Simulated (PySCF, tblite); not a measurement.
Isomers of C6H12OSi2. Method: GFN2-xTB as coded in tblite; computed harmonic values from a numerical Hessian at the method's own geometry, unscaled. Against measured fundamentals such values can be off by several per cent, at times by over 20. Modes of hydrogen on silicon can be 10 to 20 % off. One conformer each.

Electronic energies: PBE0/pcSseg-1 single points on the GFN2-xTB geometries (PySCF, gas phase).

| SMILES | electronic energy, lowest = 0 (kcal/mol) |
| --- | --- |
| O=C1CC(/C([SiH3])=C/[SiH3])C1 | 35.4 |
| CC#C/C=C\C[SiH2]O[SiH3] | 0.0 |
| CCC(=O)[Si@@H]1C=CC[SiH2]1 | 4.3 |
| CCC1=C[SiH2][SiH2]C=CO1 | 22.7 |

Question: How do GFN2-xTB zero-point energies change the relative energies?

Answer: 
```tsv
SMILES	ZPE (kcal/mol)	of it from modes above 1550 cm⁻¹	electronic (kcal/mol)	with ZPE, lowest = 0 (kcal/mol)	lowest mode (cm⁻¹)	rings
CC#C/C=C\C[SiH2]O[SiH3]	94.2	52.0	0.0	0.0	15i	0
CCC(=O)[Si@@H]1C=CC[SiH2]1	98.8	52.9	4.3	8.9	31	1
CCC1=C[SiH2][SiH2]C=CO1	98.0	51.7	22.7	26.5	33	1
O=C1CC(/C([SiH3])=C/[SiH3])C1	93.8	49.8	35.4	35.1	44	1
```

The zero-point energies span 5.0 kcal/mol, from `O=C1CC(/C([SiH3])=C/[SiH3])C1` to `CCC(=O)[Si@@H]1C=CC[SiH2]1`. Slightly imaginary modes are left out of the zero-point energy: `CC#C/C=C\C[SiH2]O[SiH3]` 14.9i cm⁻¹. The order is unchanged.

Question: And how do the electronic energies of GFN2-xTB itself compare?

Answer: `CC#C/C=C\C[SiH2]O[SiH3]` 0.0; `CCC(=O)[Si@@H]1C=CC[SiH2]1` 64.8; `CCC1=C[SiH2][SiH2]C=CO1` 60.5; `O=C1CC(/C([SiH3])=C/[SiH3])C1` 54.6 kcal/mol, lowest = 0. Against the energies above, taken from the same isomer `CC#C/C=C\C[SiH2]O[SiH3]`, the largest difference is 60.5 kcal/mol.

Question: What do entropy and thermal enthalpy add at 298.15 K and 1 bar (rigid rotor, harmonic oscillator, one conformer each)?

Answer: 
```csv
SMILES,point group,symmetry number,S (cal/(mol K)),H − H(0) (kcal/mol),ZPE + H − H(0) − TS (kcal/mol)
CCC(=O)[Si@@H]1C=CC[SiH2]1,C1,1,112.2,8.36,73.7
CCC1=C[SiH2][SiH2]C=CO1,C1,1,106.9,7.97,74.1
O=C1CC(/C([SiH3])=C/[SiH3])C1,C1,1,110.3,8.27,69.2
```

Not tabulated: `CC#C/C=C\C[SiH2]O[SiH3]` (lowest mode only 15i cm⁻¹).
